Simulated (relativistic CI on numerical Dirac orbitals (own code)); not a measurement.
## Crystal-field levels of Cd3+, 4d9

Calculated by Dirac-Coulomb-Breit CI, separate exchange-only KLI orbitals for each configuration, a model potential for QED, valence Slater integrals scaled by 0.65, one configuration in a parametric crystal field (own radial code).

Field parameters in Wybourne normalisation: Oh B⁴₀ = 21Dq, B⁴₄ = √(5/14) B⁴₀. The field is a parameter set, without covalency.

S and J are read from ⟨S²⟩ = S(S + 1) and ⟨J²⟩ = J(J + 1) of each level; they are not fictitious spins.

Oh, 10Dq = 6000 cm⁻¹, the lowest 3 levels:

```json
{"E (cm⁻¹)": "0.0", "Degeneracy": "4", "Irrep": "Γ8", "S": "0.50", "J": "2.40"}
{"E (cm⁻¹)": "4700", "Degeneracy": "2", "Irrep": "Γ7", "S": "0.50", "J": "2.50"}
{"E (cm⁻¹)": "8954", "Degeneracy": "4", "Irrep": "Γ8", "S": "0.50", "J": "1.65"}
```

Oh, 10Dq = 10750 cm⁻¹, the lowest 3 levels:

| E (cm⁻¹) | Degeneracy | Irrep | S | J |
| --- | --- | --- | --- | --- |
| 0.0 | 4 | Γ8 | 0.50 | 2.32 |
| 9123 | 2 | Γ7 | 0.50 | 2.50 |
| 13050 | 4 | Γ8 | 0.50 | 1.74 |

Oh, 10Dq = 15550 cm⁻¹, the lowest 3 levels:

| E (cm⁻¹) | Degeneracy | Irrep | S | J |
| --- | --- | --- | --- | --- |
| 0.0 | 4 | Γ8 | 0.50 | 2.28 |
| 13762 | 2 | Γ7 | 0.50 | 2.50 |
| 17527 | 4 | Γ8 | 0.50 | 1.79 |

The free-ion ground term has S = 1/2. Every field shown keeps that spin.

Levels of this model without a field, named by their leading LS term (the scale mimics covalency, so terms lie below those of the real free ion): ²D5/2 0, ²D3/2 5554 cm⁻¹.
